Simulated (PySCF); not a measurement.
Species: (SiH3)3P, H₉PSi₃.
Structure used (PBE0-D3(BJ)/def2-SVP), in Å, numbered top down from 1:
```
atom  x, y, z in Å
Si1   -0.6447    1.6897   -0.8278
P2     0.2901   -0.3162   -1.2812
Si3    1.8912   -0.2672    0.3102
Si4   -1.1981   -1.5976   -0.1642
H5     0.3016    2.7538   -1.2773
H6    -0.9405    1.8815    0.6269
H7    -1.9179    1.7919   -1.6016
H8     2.9192    0.7352   -0.1000
H9     2.5133   -1.6228    0.3821
H10    1.3636    0.0998    1.6621
H11   -0.6615   -2.9898   -0.1114
H12   -2.4835   -1.5836   -0.9244
H13   -1.4530   -1.1184    1.2310
```

Level of theory: PBE0-D3(BJ)/def2-SVP geometry optimisation, gas phase in PySCF.

Take the most abundant isotopes and a rigid rotor. 

(1) Give the principal moments of inertia and the rotational constants in GHz.

(2) What kind of rotor is it?

(3) Is it planar, by Δ = Ic − Ia − Ib?

(4) Where do the R-branch lines fall?

(5) Estimate the classical rotational partition function at 100 K, 298.15 K and 500 K.

Answers

(1) Ia = 231.03, Ib = 231.36, Ic = 386.63 u·Å²; 505379 MHz·u·Å²/I gives 2187, 2184 and 1307 MHz, that is A = 2.1875, B = 2.1844, C = 1.3071 GHz.

(2) An oblate symmetric top, as the point group C3v requires two equal moments; the computed ones differ by 0.14 % because the geometry is symmetric only within the optimiser's tolerance. Ray's parameter κ = (2B − A − C)/(A − C) = 0.993; −1 is the prolate and +1 the oblate limit.

(3) Not planar: Δ = Ic − Ia − Ib = -75.76 u·Å². For a rigid frame Δ = −2 Σ m c², so Σ m c² = 37.88 u·Å² lies off the ab plane: 9.37 from hydrogen and 28.51 from heavier atoms. The atom farthest from that plane is 1.75 Å away.

(4) The dipole of 0.76 D lies along the symmetry axis, so ΔK = 0 and J+1 ← J falls at 2B(J+1) for every K: 4.37 GHz, 8.74 GHz, 13.12 GHz, 17.49 GHz, 21.86 GHz for J = 0 to 4.

(5) Point group C3v, symmetry number σ = 3; q = (√π/σ)·√((kT/h)³/(ABC)), k/h = 20836.6 MHz/K: 22500 at 100 K, 116000 at 298.15 K, 251000 at 500 K.

Not checked by PBE0-D3(BJ)/def2-SVP frequencies. No vibrational averaging or centrifugal distortion is included, and the geometry carries the error of its method.
